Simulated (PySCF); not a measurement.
# Broadened absorption spectrum of C3H4BCl

C3H4BCl.
Cartesian coordinates in Å at the PBE0-D3(BJ)/def2-SVP level; atoms count from 1:
```
atom  x, y, z in Å
B1     1.6824    1.3533    0.2994
C2     0.5846    0.4666   -0.2143
C3    -0.3120   -0.2540   -0.6336
C4    -1.3579   -1.1172   -1.1196
Cl5   -2.6780   -0.2529   -1.9755
H6     2.6205    0.8718    0.8873
H7     1.6267    2.5461    0.1245
H8    -1.8154   -1.6664   -0.2831
H9    -0.9441   -1.8584   -1.8196
```

Computed, not measured: PySCF, TDDFT CAM-B3LYP/def2-SVPD, vertical, gas phase, core orbitals frozen in the response.

Each state is given a Gaussian of 0.5 eV full width at half maximum, with ε(max) = 2.175×10⁸ f / Δν̃ (Δν̃ the width in cm⁻¹). The width is an assumption, not a result. The curve ends short of the highest state used, and states not computed would add to its high-energy end.

```
λ (nm)  ε (L mol⁻¹ cm⁻¹)
 186.3             10834
 191.0              4579
 195.6              1301
 200.3               246
 205.0                46
 209.6                94
 214.3               395
 219.0              1139
 223.6              2253
 228.3              3284
 233.0              3593
 237.6              3067
 242.3              2087
 247.0              1163
 251.6               553
 256.3               222
 261.0                77
 265.6                24
 270.3                 7
 275.0                 2
 279.6                 1
 284.3                 1
 289.0                 1
 293.6                 2
 298.3                 3
 303.0                 3
 307.6                 4
 312.3                 4
 317.0                 4
 321.6                 4
 326.3                 3
 331.0                 3
 335.6                 2
 340.3                 1
 345.0                 1
 349.6                 1
 354.3                 0
 358.9                 0
 363.6                 0
 368.3                 0
 372.9                 0
 377.6                 0
 382.3                 0
 386.9                 0
```

(1) Locate the maxima and give the states behind the curve.

(2) On this curve, what absorbance would a 10⁻⁵ mol/L sample give at 248 nm over a 1 cm path?

(3) Coming from long wavelengths, where does ε first pass 100 L mol⁻¹ cm⁻¹?

Answers

(1) 232 nm (5.34 eV), ε about 3600, made up of S2 (100%) (ε in L mol⁻¹ cm⁻¹; maxima over ε = 5, shares over 10%). At its high-energy end, 6.65 eV, the curve is still rising (ε about 11000, from S5 and S7). The states used: S1 3.95 eV (f 0.0001); S2 5.34 eV (f 0.067); S3 6.26 eV (f 0.0000); S4 6.40 eV (f 0.0000); S5 6.74 eV (f 0.098); S6 6.76 eV (f 0.0013); S7 6.89 eV (f 0.184); S8 6.99 eV (f 0.0022); S9 7.22 eV (f 0.012); S10 7.25 eV (f 0.274).

(2) 248 nm is 4.999 eV, where ε is about 1000 L mol⁻¹ cm⁻¹, so A = ε c l ≈ 0.01 (Beer–Lambert, with the gas-phase spectrum and the assumed width).

(3) At about 260 nm (4.77 eV), 0.82 eV above S1.

The vertical ionisation energy (ΔSCF) is 10.25 eV, 2.99 eV above S10.
